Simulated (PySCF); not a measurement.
CuI, singlet, geometry from GFN2-xTB (such geometries of metal compounds can be far from the true shape) (core potentials on I); PySCF with BLYP/def2-SVP.

PySCF was given this input:
```python
from pyscf import gto, scf, dft

mol = gto.Mole()
mol.atom = '''
    Cu   -0.000000   -0.000000   -1.554080
    I     0.000000    0.000000    0.850346
'''
mol.basis = 'def2-svp'
mol.ecp = {'I': 'def2-svp'}
mol.charge = 0
mol.spin = 0
mol.verbose = 4
mol.build()

mf = dft.RKS(mol)
mf.xc = 'blyp'
mf.kernel()
```

It wrote (shortened):

```
PySCF version 2.14.0

[INPUT] verbose = 4
[INPUT] num. atoms = 2
[INPUT] num. electrons = 54
[INPUT] charge = 0
[INPUT] spin (= nelec alpha-beta = 2S) = 0
[INPUT] symmetry False subgroup None
[INPUT] Mole.unit = angstrom
[INPUT] Symbol           X                Y                Z      unit          X                Y                Z       unit  Magmom
[INPUT]  1 Cu     0.000000000000   0.000000000000  -1.554080000000 AA    0.000000000000   0.000000000000  -2.936785575664 Bohr   0.0
[INPUT]  2 I      0.000000000000   0.000000000000   0.850346000000 AA    0.000000000000   0.000000000000   1.606921051119 Bohr   0.0

nuclear repulsion = 159.561358060926
number of shells = 21
number of NR pGTOs = 134
number of NR cGTOs = 57
basis = def2-svp
ecp = {'I': 'def2-svp'}

******** <class 'pyscf.dft.rks.RKS'> ********
method = RKS
initial guess = minao
damping factor = 0
level_shift factor = 0
DIIS = <class 'pyscf.scf.diis.CDIIS'>
diis_start_cycle = 1
diis_space = 8
diis_damp = 0
SCF conv_tol = 1e-09
SCF conv_tol_grad = None
SCF max_cycles = 50
direct_scf = True
direct_scf_tol = 1e-13
XC library pyscf.dft.libxc version 7.1.2
    S. Lehtola, C. Steigemann, M. J. T. Oliveira, and M. A. L. Marques,  SoftwareX 7, 1–5 (2018)
XC functionals = blyp
    A. D. Becke,  Phys. Rev. A 38, 3098 (1988)
    C. Lee, W. Yang, and R. G. Parr,  Phys. Rev. B 37, 785 (1988)
    B. Miehlich, A. Savin, H. Stoll, and H. Preuss,  Chem. Phys. Lett. 157, 200 (1989)
radial grids:
    Treutler-Ahlrichs [JCP 102, 346 (1995); DOI:10.1063/1.469408] (M4) radial grids

becke partition: Becke, JCP 88, 2547 (1988); DOI:10.1063/1.454033
pruning grids: <function nwchem_prune>
grids dens level: 3
symmetrized grids: False
atomic radii adjust function: <function treutler_atomic_radii_adjust>
small_rho_cutoff = 0
Set gradient conv threshold to 3.16228e-05
Initial guess from minao.
tot grids = 42600
init E= -1906.88380746021

WARN: HOMO -0.474621941519628 == LUMO -0.474621400670942

cycle= 1 E= -1900.49141276566  delta_E= 6.39  |g|= 12.1  |ddm|= 14.2
  HOMO = -1.00214464213443  LUMO = -0.330685529360771  gap/eV = 18.27133
cycle= 2 E= -1815.155313964  delta_E= 85.3  |g|= 8.84  |ddm|= 19.9
  HOMO = -1.25044585223897  LUMO = -1.02954668747476  gap/eV = 6.01097
cycle= 3 E= -1878.98623100233  delta_E= -63.8  |g|=  7.7  |ddm|=   20
  HOMO = -0.838999958876595  LUMO = -0.291009818707813  gap/eV = 14.91157
cycle= 4 E= -1933.33211006465  delta_E= -54.3  |g|= 4.61  |ddm|= 8.78

WARN: HOMO 0.0271670217889842 == LUMO 0.0271670217890919

cycle= 5 E= -1884.64719968805  delta_E= 48.7  |g|=  7.4  |ddm|= 14.9
  HOMO = 0.0922082493509244  LUMO = 0.120457307070828  gap/eV = 0.76870
cycle= 6 E= -1897.30733893519  delta_E= -12.7  |g|= 8.18  |ddm|= 7.56
  HOMO = 0.076975274105566  LUMO = 0.0940799071708944  gap/eV = 0.46544
cycle= 7 E= -1900.28364922317  delta_E= -2.98  |g|= 9.23  |ddm|= 1.91
  HOMO = 0.0777754904908471  LUMO = 0.0961466758536563  gap/eV = 0.49991
cycle= 8 E= -1900.40030988498  delta_E= -0.117  |g|= 9.25  |ddm|= 0.0786
  HOMO = 0.0662133919848833  LUMO = 0.0826902673794202  gap/eV = 0.44836
cycle= 9 E= -1900.75224207752  delta_E= -0.352  |g|= 9.67  |ddm|= 1.05

WARN: HOMO 0.0646974394209534 == LUMO 0.0648231135820307

cycle= 10 E= -1896.05956850434  delta_E= 4.69  |g|= 9.16  |ddm|= 10.2
  HOMO = -0.323776487360696  LUMO = -0.0682085609271805  gap/eV = 6.95436
cycle= 11 E= -1928.33701790526  delta_E= -32.3  |g|= 3.97  |ddm|= 15.1
  HOMO = -0.200971821902177  LUMO = -0.0668608264188251  gap/eV = 3.64935
cycle= 12 E= -1937.57469537293  delta_E= -9.24  |g|= 1.12  |ddm|= 7.55

WARN: HOMO -0.0119265457083805 == LUMO -0.0119238316229032

cycle= 13 E= -1936.11660923684  delta_E= 1.46  |g|= 3.07  |ddm|= 3.58
  HOMO = -0.195534235079103  LUMO = -0.101487468467248  gap/eV = 2.55914
cycle= 14 E= -1938.01874049779  delta_E= -1.9  |g|= 0.409  |ddm|=  2.8
  HOMO = -0.190136598463988  LUMO = -0.137745427326724  gap/eV = 1.42564
cycle= 15 E= -1938.04181840223  delta_E= -0.0231  |g|= 0.148  |ddm|= 0.428
  HOMO = -0.191780047100103  LUMO = -0.126077512876442  gap/eV = 1.78786
cycle= 16 E= -1938.04767010474  delta_E= -0.00585  |g|= 0.0489  |ddm|= 0.337
  HOMO = -0.183792232780215  LUMO = -0.1242097020342  gap/eV = 1.62132
cycle= 17 E= -1938.04829869222  delta_E= -0.000629  |g|= 0.0208  |ddm|= 0.08
  HOMO = -0.185999785055839  LUMO = -0.127156991045617  gap/eV = 1.60119
cycle= 18 E= -1938.04843802899  delta_E= -0.000139  |g|= 0.0109  |ddm|= 0.0654
  HOMO = -0.185717614333612  LUMO = -0.126467142501347  gap/eV = 1.61229
cycle= 19 E= -1938.04848245408  delta_E= -4.44e-05  |g|= 0.000431  |ddm|= 0.0196
  HOMO = -0.185744822919599  LUMO = -0.126460440587671  gap/eV = 1.61321
cycle= 20 E= -1938.04848252924  delta_E= -7.52e-08  |g|= 0.0001  |ddm|= 0.00126
  HOMO = -0.185742289827408  LUMO = -0.126467284398778  gap/eV = 1.61296
cycle= 21 E= -1938.04848253463  delta_E= -5.39e-09  |g|= 8.21e-06  |ddm|= 0.000266
  HOMO = -0.185741510522177  LUMO = -0.126466880982257  gap/eV = 1.61294
cycle= 22 E= -1938.04848253465  delta_E= -2.14e-11  |g|= 2.44e-06  |ddm|= 1.2e-05
  HOMO = -0.185740883339356  LUMO = -0.126466533050277  gap/eV = 1.61294
Extra cycle  E= -1938.04848253464  delta_E= 9.09e-12  |g|= 8.59e-06  |ddm|= 9.56e-06
converged SCF energy = -1938.04848253464
```
